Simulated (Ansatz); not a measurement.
Geometry optimisation, RKS r2SCAN-D4/def2-SVP (Ansatz 0.2.0).

Input:

```yaml
crystal:
  periodic: [false, false, false]
  atoms:
    - { symbol: Si, position_ang: [-0.2689, 1.074874, 0.272263] }
    - { symbol: F, position_ang: [1.50132, -0.609108, -1.435873] }
    - { symbol: "N", position_ang: [-0.828663, 1.268093, -1.239615] }
    - { symbol: H, position_ang: [0.771276, -0.271558, -1.876823] }
    - { symbol: H, position_ang: [0.078201, 2.180336, 1.238348] }
    - { symbol: Si, position_ang: [-0.093808, -1.122917, 1.029465] }
    - { symbol: H, position_ang: [-0.93222, 2.209427, -1.625333] }
    - { symbol: H, position_ang: [-0.9301, -1.246157, 2.268772] }
    - { symbol: H, position_ang: [1.322721, -1.435422, 1.381122] }
    - { symbol: H, position_ang: [-0.619824, -2.047567, -0.012327] }
basis:
  gaussian: { orbitals: def2-SVP }
hamiltonian:
  xc: r2scan
  dispersion: d4
relax:
  f_tol: 0.03
  max_steps: 50
output:
  orbitals: {}
```

Launched with:

```bash
$ ansatz run input.yaml --threads 2 --pin off --max-ram 3072MiB --backend cpu --events-out ev --progress --plain --runs-dir out
```

Problem. Where does it end, and by what steps?

Solution. It converged. After 13 steps the energy has fallen by 0.371 eV; H5 moved furthest, 1.12 Å.

| step | energy less start (eV) | largest force component (eV/Å) | accepted |
| --- | --- | --- | --- |
| 0 | 0.0000 | 1.055 | yes |
| 1 | -0.0946 | 0.831 | yes |
| 2 | -0.1870 | 0.691 | yes |
| 3 | -0.2387 | 0.352 | yes |
| 4 | -0.2808 | 0.418 | yes |
| 5 | -0.3149 | 0.404 | yes |
| 6 | -0.3344 | 0.380 | yes |
| 7 | -0.3442 | 0.330 | yes |
| 8 | -0.3565 | 0.379 | yes |
| 9 | -0.3682 | 0.123 | yes |
| 10 | -0.3691 | 0.063 | yes |
| 11 | -0.3694 | 0.113 | yes |
| 12 | -0.3709 | 0.038 | yes |
| 13 | -0.3710 | 0.004 | yes |

```xyz
10
Properties=species:S:1:pos:R:3
Si -0.425 1.046 0.304
F 0.829 -0.949 -1.620
N -0.031 1.379 -1.240
H 0.557 -0.007 -1.701
H -1.039 2.054 1.230
Si 0.022 -1.137 1.024
H -0.173 2.288 -1.679
H -0.436 -1.174 2.452
H 1.485 -1.394 0.988
H -0.787 -2.106 0.241
```

Whether the end is a true minimum wasn't checked by a vibrational analysis.

Time of the run: 15 s on 2 threads of AMD EPYC 9R45 96-Core Processor (Zen 5), on a shared host, peak memory 0.17 GiB.
